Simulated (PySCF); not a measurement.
(1-methylcyclopropyl)methanol (C₅H₁₀O), SMILES OCC1(CC1)C. The structure is a stationary point at PBE-D3(BJ)/def2-SVP. Other conformers were not sampled.

The numbers are results of PBE-D3(BJ)/def2-SVP (PySCF), not measurements.

Harmonic wavenumbers (cm⁻¹): 108, 206, 214, 248, 318, 339, 379, 503, 690, 765, 850, 857, 908, 928, 993, 1014, 1028, 1032, 1089, 1101, 1139, 1171, 1226, 1264, 1318, 1357, 1368, 1399, 1409, 1422, 1449, 1456, 2864, 2897, 2954, 3030, 3059, 3059, 3062, 3156, 3165, 3741. Rotational constants (GHz): 5.091, 3.117, 2.358; symmetry number 1.

Work out the zero-point energy and the ideal-gas rigid-rotor harmonic-oscillator thermochemistry at 298.15 K and 1 atm.

ZPE = ½ Σ hcν = ½ × 60534 cm⁻¹ = 362.07 kJ/mol. H − E(el) = 383.49 kJ/mol. Entropy in J/(mol K): translation 164.32, rotation 111.10, vibration 64.12, total 339.55. G − E(el) = 282.25 kJ/mol. Cp = 119.87 J/(mol K). Modes under 150 cm⁻¹ make the vibrational entropy uncertain.
